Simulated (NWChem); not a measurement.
System: GeHOCl2F; SMILES [Cl][Ge]([F])([Cl])[OH]

Here is an NWChem input.

```
start job
memory heap 200 mb stack 900 mb global 1100 mb
geometry units angstroms noautosym nocenter noautoz
  O     -1.248771    -0.128894    -1.456339
  Ge    -0.268721    -0.011243    -0.020877
  F     -1.304454     0.064617     1.352797
  Cl     0.929392    -1.745734     0.098180
  Cl     0.916012     1.751785     0.024700
  H     -1.969059     0.513936    -1.475838
end
basis spherical
  O library 6-31g*
  Ge library 6-31g*
  F library 6-31g*
  Cl library 6-31g*
  H library 6-31g*
end
dft
  xc hfexch
  iterations 150
end
property
  shielding
end
task dft property
```

Structure relaxed at the PBE0/def2-SVP level.

GIAO values for the isolated, static molecule; σ is the absolute isotropic shielding, δ = σ(reference) − σ with the isolated reference molecule computed at the same levels (19F: trichlorofluoromethane, 1H: tetramethylsilane, 17O: water).

Atoms are numbered as in the input.

Question: Give the results of this calculation. (Hartree-Fock/6-31G* (spherical d), GIAO.) Quantities: δ O1 (ppm); σ Ge2 (ppm); δ F3 (ppm); σ Cl4 (ppm); σ Cl5 (ppm); δ H6 (ppm).

Answer: 
* **δ O1 (ppm)**: 39.3
* **σ Ge2 (ppm)**: 1646.0
* **δ F3 (ppm)**: -78.3
* **σ Cl4 (ppm)**: 969.4
* **σ Cl5 (ppm)**: 954.8
* **δ H6 (ppm)**: 2.30
